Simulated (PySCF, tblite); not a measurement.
Isomers of C4H7F2NSi. Calculated harmonic vibrations of the isolated species, GFN2-xTB (tblite), most abundant isotopes, no scaling. Errors from tens to a few hundred cm⁻¹ against measured bands are possible. Modes of hydrogen on silicon can be 10 to 20 % off. One conformer each.

Electronic energies: PBE0/pcSseg-1 single points on the GFN2-xTB geometries (PySCF, gas phase).

```tsv
SMILES	electronic energy, lowest = 0 (kJ/mol)
FC(F)/C=C1/CN[SiH2]1	88.4
FC1(F)C=CCN[SiH2]1	30.9
FC(F)C1=CCN[SiH2]1	0.0
```

Problem. How do GFN2-xTB zero-point energies change the relative energies?

Solution. 
| SMILES | ZPE (kJ/mol) | of it from modes above 1550 cm⁻¹ | electronic (kJ/mol) | with ZPE, lowest = 0 (kJ/mol) | lowest mode (cm⁻¹) | rings |
| --- | --- | --- | --- | --- | --- | --- |
| FC(F)C1=CCN[SiH2]1 | 269.4 | 127.6 | 0.0 | 0.0 | 31 | 1 |
| FC1(F)C=CCN[SiH2]1 | 270.0 | 129.0 | 30.9 | 31.5 | 45 | 1 |
| FC(F)/C=C1/CN[SiH2]1 | 266.9 | 128.4 | 88.4 | 85.9 | 22 | 1 |

The zero-point energies span 3.1 kJ/mol, from `FC(F)/C=C1/CN[SiH2]1` to `FC1(F)C=CCN[SiH2]1`. The order is unchanged.

Problem. And how do the electronic energies of GFN2-xTB itself compare?

Solution. `FC(F)C1=CCN[SiH2]1` 0.0; `FC1(F)C=CCN[SiH2]1` 12.1; `FC(F)/C=C1/CN[SiH2]1` 76.2 kJ/mol, lowest = 0. Against the energies above, taken from the same isomer `FC(F)C1=CCN[SiH2]1`, the largest difference is 18.8 kJ/mol.
